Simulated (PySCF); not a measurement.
BF₂Cl, SMILES ClB(F)F. Geometry optimised at PBE-D3(BJ)/def2-TZVP.

Computed equilibrium geometry at PBE-D3(BJ)/def2-TZVP (PySCF confirms it by a frequency run) as a Z-matrix, and its point group:
point group C2v.
```
B
F 1 1.3248
F 1 1.3248 2 119.03
Cl 1 1.7497 2 120.49 3 180.00
```
